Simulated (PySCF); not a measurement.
Sb(OH)3 (H3O3Sb), SMILES [OH][Sb]([OH])[OH].

Geometry: PBE0-D3(BJ)/def2-SVP. The def2 effective core potentials stand for the cores of Sb; spin–orbit coupling is left out. One conformer was computed; it need not be the lowest.

These are PySCF with IEF-PCM-ωB97X/def2-SVP values and carry that method's errors.

The values are the electrostatic part of the solvation free energy, E(continuum) − E(gas) at the gas-phase geometry, in a cavity of scaled van der Waals radii (PySCF's table); cavitation and dispersion terms are not included. A continuum can't describe solvent molecules that bind to the metal. In vacuum the orbital gap is 11.49 eV. The dipole moment in vacuum is 1.89 D.

Computed values in water (ε = 78.36), dimethylsulfoxide (ε = 46.83), ethylethanoate (ε = 5.99):
| solvent | ε | ΔG(elec) (kcal/mol) | dipole (D) | gap (eV) |
|---|---|---|---|---|
| water | 78.36 | -10.5 | 2.37 | 11.62 |
| dimethylsulfoxide | 46.83 | -10.4 | 2.37 | 11.61 |
| ethylethanoate | 5.99 | -8.1 | 2.25 | 11.59 |
